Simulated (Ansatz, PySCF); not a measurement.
Ligands exchanged one at a time, Al SH-H. All species are isolated molecules in the gas phase. One relaxed conformer stands for each flexible species; it need not be the lowest. Strings in code marks are SMILES.

Quantity: vertical ionisation energy (energy after one electron is removed minus that of the parent at the parent's geometry), in eV.

Level 1: frozen-core CCSD(T)/cc-pVTZ // TPSSh-D3(BJ)/def2-TZVP (Ansatz, a program for electronic structure)
Level 2: minus the HOMO energy of PBE-D3(BJ)/def2-TZVP // TPSSh-D3(BJ)/def2-TZVP (PySCF)
Level 3: minus the HOMO energy of TPSSh-D3(BJ)/def2-TZVP (PySCF)
Level 4: HF/cc-pVTZ // TPSSh-D3(BJ)/def2-TZVP (Ansatz)

```csv
species,level 1,level 2,level 3,level 4
`[AlH2][SH]`,10.18,6.67,7.21,9.05
`[AlH3]`,11.42,7.30,8.05,10.68
`[SH][Al]([SH])[SH]`,9.98,6.51,7.09,9.05
```
